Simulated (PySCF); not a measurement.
**Dipole response of Fe²⁺ (iron, charge +2)**

[Ar] 3d6, high-spin 5D determinant. Computed with PySCF 2.14 in aug-cc-pVDZ, with the non-relativistic Hamiltonian (point nucleus). Coupled (time-dependent) response in atomic units; α is the mean over directions. A double-zeta set is small for polarisabilities.

| method | mean α (bohr³) | α xx, yy, zz | C₆ (like pair) | S(−4) |
| --- | --- | --- | --- | --- |
| M06-2X | 3.469 | 3.713, 3.713, 2.981 | 9.665 | 7.113 |

S(−4) is the Cauchy moment in α(ω) = α(0) + S(−4) ω² + …

α(iu) at M06-2X:

```csv
u (hartree),α(iu) (bohr³)
0,3.469
0.0500,3.451
0.100,3.401
0.200,3.227
0.300,3.003
0.500,2.556
0.750,2.104
1.00,1.760
1.50,1.286
2.00,0.9821
3.00,0.6281
5.00,0.3169
```

A single London oscillator, α(iu) = α/(1 + u²/ω²), gives C₆ = (3/4) ω α². Matching the computed C₆ needs ω = 4 × 9.665 / (3 × 3.469²) = 1.07 hartree.

For an ion, C₆ is the dispersion term alone; charge-induced terms of lower order in 1/R come first.

The components differ because the open shell of this determinant is not spherical; for a pure term their mean is the scalar polarisability.
